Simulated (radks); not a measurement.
All-electron atom: Cl9+ in [He] 2s2 2p3.75 3p0.25 (fractional occupations, a model configuration). All-electron calculation, Dirac Kohn-Sham, PBE, spin-unpolarised, spherical densities, point nucleus; open shells fill j = l - 1/2 first. Program: a radial shooting solver on a logarithmic mesh with Libxc functionals.

Unscreened Slater integrals over Kohn-Sham orbitals (hartree). Large and small components are both included. Empty in this configuration: 3p3/2.

F0(3p1/2,3p1/2): 0.83230
F0(3p1/2,2p3/2): 1.1064
G2(3p1/2,2p3/2): 0.11559
F0(3p1/2,2p1/2): 1.1074
G0(3p1/2,2p1/2): 0.10871
F0(3p1/2,2s1/2): 1.0801
G1(3p1/2,2s1/2): 0.084475
F0(3p1/2,3p3/2): 0.83114
G2(3p1/2,3p3/2): 0.42138
F0(2p3/2,2p3/2): 2.4505
F2(2p3/2,2p3/2): 1.1561
F0(2p3/2,2p1/2): 2.4570
G2(2p3/2,2p1/2): 1.1560
F0(2p3/2,2s1/2): 2.2783
G1(2p3/2,2s1/2): 1.3285
F0(2p3/2,3p3/2): 1.1038
F2(2p3/2,3p3/2): 0.26453
G0(2p3/2,3p3/2): 0.10815
G2(2p3/2,3p3/2): 0.11577
F0(2p1/2,2p1/2): 2.4635
F0(2p1/2,2s1/2): 2.2831
G1(2p1/2,2s1/2): 1.3271
F0(2p1/2,3p3/2): 1.1048
G2(2p1/2,3p3/2): 0.11561
F0(2s1/2,2s1/2): 2.1657
F0(2s1/2,3p3/2): 1.0775
G1(2s1/2,3p3/2): 0.084310
F0(3p3/2,3p3/2): 0.82998
F2(3p3/2,3p3/2): 0.42097
